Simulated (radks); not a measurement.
Results of a calculation; reference values are marked as such.
Problem. Valence configurations of F I (all share [He]). Code: a radial shooting solver on a logarithmic mesh with Libxc functionals. Model: scalar-relativistic Kohn-Sham, PBE, spin-unpolarised, spherical densities, finite nucleus; Fermi nuclear charge, rms radius 2.8976 fm. Order these by energy: 2s1.5 2p5.5; 2s1 2p6; 2s2 2p5.

Solution. From the lowest, in eV above it: 2s2 2p5 0.000; 2s1.5 2p5.5 9.400; 2s1 2p6 18.813. NIST lists [He] 2s2 2p5 as the ground configuration; this level of theory agrees among the configurations tried. The energies are those of spherical spin-averaged densities, not of single terms.
